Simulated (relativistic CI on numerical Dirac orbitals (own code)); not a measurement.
# Mo2+: 4d valence photoemission

Computed with this model: Dirac-Coulomb-Breit CI, separate exchange-only KLI orbitals for each configuration, model QED (radiative potential, 1s self-energy scaled to tabulated hydrogen-like ionisation energies), valence Slater integrals scaled by 0.9, multiplet model of photoemission in the sudden approximation; configurations [Kr] 4d4 → [Kr] 4d3; 300 K; Lorentzian 0.42 eV and Gaussian 0.5 eV FWHM. Energies are those of the free ion, without screening or charge transfer. The energies are binding energies and can lie tens of eV above those of solids. S is read from ⟨S²⟩ = S(S + 1).

Field parameters in Wybourne normalisation: D4h B²₀ = −7Ds, B⁴₀ = 21(Dq − Dt), B⁴₄ = 21√(5/14) Dq; Oh B⁴₀ = 21Dq, B⁴₄ = √(5/14) B⁴₀. The field is a parameter set, without covalency.

Computed curve for Oh, 10Dq = 16850 cm⁻¹, scaled to 100 at the maximum (points under 2 are left out and the grid is thinned):

```csv
Energy (eV),Intensity
23.1,2.2
23.3,2.7
23.5,3.3
23.7,4.4
23.9,6.2
24.1,9.5
24.3,16.9
24.4,23.5
24.6,44.6
24.8,68.0
25.0,71.7
25.2,52.0
25.4,30.4
25.6,19.4
25.8,17.0
26.0,21.2
26.2,35.1
26.4,62.4
26.6,92.4
26.8,99.5
26.9,91.8
27.1,68.7
27.3,55.4
27.5,53.3
27.7,48.7
27.9,37.1
28.1,24.2
28.3,14.8
28.5,9.7
28.7,7.3
28.9,6.2
29.1,5.9
29.3,6.2
29.4,6.4
29.6,6.3
29.8,5.6
30.0,5.0
30.2,4.2
30.4,3.1
30.6,2.2
```

The ground state has S = 1.32, and the centroid lies at 26.45 eV.
